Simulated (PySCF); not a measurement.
C$_{4}$H$_{9}$ (SMILES C[C+](C)C), charge +1, singlet, geometry from GFN2-xTB; BHANDHLYP/6-311G** (PySCF).

Here is a job for PySCF.
```python
from pyscf import gto, scf, dft

mol = gto.Mole()
mol.atom = '''
    C    -0.393034    1.375284    0.225055
    C    -0.000000    0.000000    0.000000
    C     1.359760   -0.417833    0.270185
    C    -0.966725   -0.957450   -0.495240
    H     0.257210    2.045904   -0.347836
    H    -0.182466    1.656657    1.262959
    H    -1.433914    1.582096   -0.009082
    H     1.797401   -0.863043   -0.630377
    H     1.357726   -1.252290    0.980418
    H     2.002436    0.377666    0.637838
    H    -1.395098   -0.598990   -1.437979
    H    -0.568522   -1.959762   -0.628756
    H    -1.834773   -0.988237    0.172816
'''
mol.basis = '6-311g**'
mol.charge = 1
mol.spin = 0
mol.verbose = 4
mol.build()

mf = dft.RKS(mol)
mf.xc = 'bhandhlyp'
mf.grids.atom_grid = (99, 590)
mf.grids.prune = None
mf.kernel()
```

What the program printed (banner, timings and long lists left out):

```
PySCF version 2.14.0

[INPUT] verbose = 4
[INPUT] num. atoms = 13
[INPUT] num. electrons = 32
[INPUT] charge = 1
[INPUT] spin (= nelec alpha-beta = 2S) = 0
[INPUT] symmetry False subgroup None
[INPUT] Mole.unit = angstrom
[INPUT] Symbol           X                Y                Z      unit          X                Y                Z       unit  Magmom
[INPUT]  1 C     -0.393034000000   1.375284000000   0.225055000000 AA   -0.742726617642   2.598910103496   0.425292312964 Bohr   0.0
[INPUT]  2 C      0.000000000000   0.000000000000   0.000000000000 AA    0.000000000000   0.000000000000   0.000000000000 Bohr   0.0
[INPUT]  3 C      1.359760000000  -0.417833000000   0.270185000000 AA    2.569573995139  -0.789589935805   0.510575652966 Bohr   0.0
[INPUT]  4 C     -0.966725000000  -0.957450000000  -0.495240000000 AA   -1.826845487770  -1.809318277965  -0.935867965930 Bohr   0.0
[INPUT]  5 H      0.257210000000   2.045904000000  -0.347836000000 AA    0.486056456499   3.866198237152  -0.657314776264 Bohr   0.0
[INPUT]  6 H     -0.182466000000   1.656657000000   1.262959000000 AA   -0.344810767045   3.130628012344   2.386646616555 Bohr   0.0
[INPUT]  7 H     -1.433914000000   1.582096000000  -0.009082000000 AA   -2.709704746180   2.989728142770  -0.017162492663 Bohr   0.0
[INPUT]  8 H      1.797401000000  -0.863043000000  -0.630377000000 AA    3.396595626019  -1.630914903723  -1.191239885225 Bohr   0.0
[INPUT]  9 H      1.357726000000  -1.252290000000   0.980418000000 AA    2.565730292201  -2.366485128532   1.852721507594 Bohr   0.0
[INPUT] 10 H      2.002436000000   0.377666000000   0.637838000000 AA    3.784055621970   0.713685306560   1.205339131840 Bohr   0.0
[INPUT] 11 H     -1.395098000000  -0.598990000000  -1.437979000000 AA   -2.636353136928  -1.131927051353  -2.717386482876 Bohr   0.0
[INPUT] 12 H     -0.568522000000  -1.959762000000  -0.628756000000 AA   -1.074350875790  -3.703413449330  -1.188176639177 Bohr   0.0
[INPUT] 13 H     -1.834773000000  -0.988237000000   0.172816000000 AA   -3.467218470747  -1.867497276162   0.326574909943 Bohr   0.0

nuclear repulsion = 128.055247464598
number of shells = 68
number of NR pGTOs = 196
number of NR cGTOs = 126
basis = 6-311g**
ecp = {}

******** <class 'pyscf.dft.rks.RKS'> ********
method = RKS
initial guess = minao
damping factor = 0
level_shift factor = 0
DIIS = <class 'pyscf.scf.diis.CDIIS'>
diis_start_cycle = 1
diis_space = 8
diis_damp = 0
SCF conv_tol = 1e-09
SCF conv_tol_grad = None
SCF max_cycles = 50
direct_scf = True
direct_scf_tol = 1e-13
XC library pyscf.dft.libxc version 7.1.2
    S. Lehtola, C. Steigemann, M. J. T. Oliveira, and M. A. L. Marques,  SoftwareX 7, 1–5 (2018)
XC functionals = bhandhlyp
    A. D. Becke,  J. Chem. Phys. 98, 1372 (1993)
    Defined through Gaussian implementation.
radial grids:
    Treutler-Ahlrichs [JCP 102, 346 (1995); DOI:10.1063/1.469408] (M4) radial grids

becke partition: Becke, JCP 88, 2547 (1988); DOI:10.1063/1.454033
pruning grids: None
grids dens level: 3
symmetrized grids: False
atomic radii adjust function: <function treutler_atomic_radii_adjust>
User specified grid scheme (99, 590)
small_rho_cutoff = 0
Set gradient conv threshold to 3.16228e-05
Initial guess from minao.
tot grids = 759336
init E= -158.15004897306
  HOMO = -0.407788460923622  LUMO = -0.121579830315593  gap/eV = 7.78813
cycle= 1 E= -157.445383775292  delta_E= 0.705  |g|= 0.37  |ddm|= 2.47
  HOMO = -0.663281391716559  LUMO = -0.334762837341447  gap/eV = 8.93945
cycle= 2 E= -157.461297148145  delta_E= -0.0159  |g|= 0.303  |ddm|= 0.55
  HOMO = -0.651627164719062  LUMO = -0.271417625836069  gap/eV = 10.34603
cycle= 3 E= -157.482759502411  delta_E= -0.0215  |g|= 0.0392  |ddm|= 0.213
  HOMO = -0.654256484631391  LUMO = -0.273555317269214  gap/eV = 10.35941
cycle= 4 E= -157.483169508558  delta_E= -0.00041  |g|= 0.00751  |ddm|= 0.0449
  HOMO = -0.652611488931968  LUMO = -0.271974720755484  gap/eV = 10.35765
cycle= 5 E= -157.483184834495  delta_E= -1.53e-05  |g|= 0.00256  |ddm|= 0.00699
  HOMO = -0.653215200998864  LUMO = -0.272472725352912  gap/eV = 10.36053
cycle= 6 E= -157.483186862679  delta_E= -2.03e-06  |g|= 0.000375  |ddm|= 0.00236
  HOMO = -0.653210540236614  LUMO = -0.272444423543135  gap/eV = 10.36117
cycle= 7 E= -157.483186929029  delta_E= -6.64e-08  |g|= 4.97e-05  |ddm|= 0.000565
  HOMO = -0.653205086080912  LUMO = -0.272438641051782  gap/eV = 10.36118
cycle= 8 E= -157.483186930754  delta_E= -1.72e-09  |g|= 3.77e-06  |ddm|= 9.5e-05
  HOMO = -0.653205483902979  LUMO = -0.272439080860188  gap/eV = 10.36118
cycle= 9 E= -157.483186930759  delta_E= -5.51e-12  |g|= 3.63e-07  |ddm|= 6.04e-06
  HOMO = -0.65320536244126  LUMO = -0.272438994416859  gap/eV = 10.36118
Extra cycle  E= -157.48318693076  delta_E= -5.12e-13  |g|= 1.72e-07  |ddm|= 6.63e-07
converged SCF energy = -157.48318693076
```
